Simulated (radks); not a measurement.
Task: The lead ion Pb9+ is in [Xe] 4f14 5d5. All-electron calculation, scalar-relativistic Kohn-Sham, PBEsol, spin-polarised, spherical densities, finite nucleus; Fermi nuclear charge, rms radius of each element as measured or else 0.836 A^(1/3) + 0.57 fm. Program: a radial shooting solver on a logarithmic mesh with Libxc functionals. Open shells are filled with parallel spins first. One electron is removed from 5d, 4f, 5p, 5s in turn, with full relaxation. Which removal costs least, and what does each cost?

Result: 5d 162.92 eV; 5p 230.54 eV; 5s 292.90 eV; 4f 295.09 eV. The 5d electron leaves first.
